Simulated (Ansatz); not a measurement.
Geometry optimisation of `[CH2]1N[SiH2][SbH]1`.

```yaml
crystal:
  periodic: [false, false, false]
  atoms:
    - {symbol: C, position_ang: [-0.369862, 1.188073, -0.283556]}
    - {symbol: N, position_ang: [0.076704, 0.424806, 0.870774]}
    - {symbol: Si, position_ang: [0.120482, -1.289770, 0.544581]}
    - {symbol: Sb, position_ang: [-0.651035, -0.466162, -1.801558]}
    - {symbol: H, position_ang: [0.368768, 1.925306, -0.668686]}
    - {symbol: H, position_ang: [-1.346941, 1.705764, -0.145266]}
    - {symbol: H, position_ang: [0.257235, 0.922460, 1.747612]}
    - {symbol: H, position_ang: [1.467697, -1.961199, 0.687785]}
    - {symbol: H, position_ang: [-0.853669, -2.132159, 1.341052]}
    - {symbol: H, position_ang: [1.013623, -0.368119, -2.289839]}
basis:
  gaussian: {orbitals: def2-TZVP}
hamiltonian: {xc: pbe0, dispersion: d4}
relax: {f_tol: 0.005, max_steps: 150}
```

```sh
$ ansatz run in.yaml --threads 4 --pin off --events-out ev --progress --plain
```

Output, abridged:

```
Functional definition: PBE0
mean field -17034.92344224 eV, -626.0218898165 hartree, gradient 3.0e-5 eV, S^2 0.000000; 0 other end points of the search recorded, 0 dependent functions left out
relax step   1: F+E_penalty+E_count = -17035.15380689 eV  Δ(F+E_penalty+E_count) = +0.000e0 eV  max|allowed force component| = 6.163e-1 eV/Å  Δτ_max = 0.0000 Å  (31 SCF iters, accepted)
mean field -17034.96138505 eV, -626.0232841892 hartree, gradient 1.0e-5 eV, S^2 0.000000; 0 other end points of the search recorded, 0 dependent functions left out
relax step   2: F+E_penalty+E_count = -17035.19386095 eV  Δ(F+E_penalty+E_count) = -4.005e-2 eV  max|allowed force component| = 5.019e-1 eV/Å  Δτ_max = 0.0689 Å  (32 SCF iters, accepted)
mean field -17034.97971440 eV, -626.0239577804 hartree, gradient 1.0e-5 eV, S^2 0.000000; 0 other end points of the search recorded, 0 dependent functions left out
relax step   3: F+E_penalty+E_count = -17035.21185459 eV  Δ(F+E_penalty+E_count) = -1.799e-2 eV  max|allowed force component| = 1.991e-1 eV/Å  Δτ_max = 0.0375 Å  (32 SCF iters, accepted)
mean field -17034.98186139 eV, -626.0240366807 hartree, gradient 1.0e-5 eV, S^2 0.000000; 0 other end points of the search recorded, 0 dependent functions left out
relax step   4: F+E_penalty+E_count = -17035.21371909 eV  Δ(F+E_penalty+E_count) = -1.864e-3 eV  max|allowed force component| = 1.094e-1 eV/Å  Δτ_max = 0.0271 Å  (33 SCF iters, accepted)
mean field -17034.98226568 eV, -626.0240515380 hartree, gradient 9.9e-6 eV, S^2 0.000000; 0 other end points of the search recorded, 0 dependent functions left out
relax step   5: F+E_penalty+E_count = -17035.21425436 eV  Δ(F+E_penalty+E_count) = -5.353e-4 eV  max|allowed force component| = 2.500e-2 eV/Å  Δτ_max = 0.0085 Å  (33 SCF iters, accepted)
mean field -17034.98229105 eV, -626.0240524704 hartree, gradient 9.9e-6 eV, S^2 0.000000; 0 other end points of the search recorded, 0 dependent functions left out
relax step   6: F+E_penalty+E_count = -17035.21428094 eV  Δ(F+E_penalty+E_count) = -2.658e-5 eV  max|allowed force component| = 6.474e-3 eV/Å  Δτ_max = 0.0021 Å  (35 SCF iters, accepted)
mean field -17034.98230614 eV, -626.0240530248 hartree, gradient 9.9e-6 eV, S^2 0.000000; 0 other end points of the search recorded, 0 dependent functions left out
relax step   7: F+E_penalty+E_count = -17035.21428770 eV  Δ(F+E_penalty+E_count) = -6.760e-6 eV  max|allowed force component| = 2.152e-3 eV/Å  Δτ_max = 0.0020 Å  (34 SCF iters, accepted)
mean field -17034.98230614 eV, -626.0240530248 hartree, gradient 9.9e-6 eV, S^2 0.000000; 1 other end points of the search recorded, 0 dependent functions left out
Total energy: -17035.21432162 eV, -626.0325794365 hartree
Atom 0 at    -0.364571     1.170602    -0.289552 Å, force    -0.001031    -0.001568    -0.000797 eV/Å
Atom 1 at     0.074603     0.412754     0.867210 Å, force    -0.002152     0.001681    -0.000303 eV/Å
Atom 2 at     0.118618    -1.273000     0.539116 Å, force    -0.000718    -0.001158     0.000036 eV/Å
Atom 3 at    -0.636748    -0.453035    -1.772859 Å, force     0.000627     0.001955     0.000447 eV/Å
Atom 4 at     0.371871     1.892904    -0.653220 Å, force     0.001277    -0.001504     0.000376 eV/Å
Atom 5 at    -1.321332     1.681773    -0.141070 Å, force     0.000246    -0.000522     0.001175 eV/Å
Atom 6 at     0.236789     0.911162     1.728075 Å, force     0.000265     0.000350     0.000457 eV/Å
Atom 7 at     1.450210    -1.929073     0.683016 Å, force     0.001796     0.000665    -0.000457 eV/Å
Atom 8 at    -0.839439    -2.102129     1.329850 Å, force    -0.000094     0.001184    -0.000559 eV/Å
Atom 9 at     0.993002    -0.362959    -2.287667 Å, force    -0.000215    -0.001084    -0.000375 eV/Å
Dipole moment:    -0.013595     0.208390     0.155778 e Å
```

It took 14 s on 4 threads of a server CPU on a shared host, with 0.51 GiB of host memory at the peak.
